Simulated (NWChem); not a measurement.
Molecule: C$_{7}$H$_{7}$, doublet; SMILES Cc1[c]cccc1

```xyz
14

C     -0.1048    -2.4596     0.0179
C     -0.0577    -0.9518     0.0123
C     -1.1966    -0.1544     0.0693
C     -1.2488     1.2261     0.0693
C     -0.0126     1.9088     0.0045
C      1.1812     1.1734    -0.0554
C      1.1611    -0.2315    -0.0516
H     -0.5972    -2.8405     0.9361
H     -0.6894    -2.8442    -0.8429
H      0.9123    -2.8934    -0.0340
H     -2.1994     1.7815     0.1169
H      0.0071     3.0101     0.0012
H      2.1459     1.7006    -0.1061
H      2.1078    -0.7955    -0.0991
```
Atoms are numbered in this order, from 1.

Computed with NWChem. Pople sets run with spherical d functions. Spin-unrestricted. All runs use the structure optimised with PBE-D3(BJ)/def2-SVP, spin-unrestricted. No frequency run checked for a minimum. No stability test was run on the SCF state. Level: M05-2X/6-31G* with COSMO at NWChem's default radii, gas-phase geometry; the question gives the dielectric constant. Reactions with the solvent are ignored.

Task: Predict the results for dielectric constant 2.0. Quantities: electrostatic solvation energy (kcal/mol); dipole in solution (D).

Result: 
- electrostatic solvation energy (kcal/mol): -1.6
- dipole in solution (D): 0.73
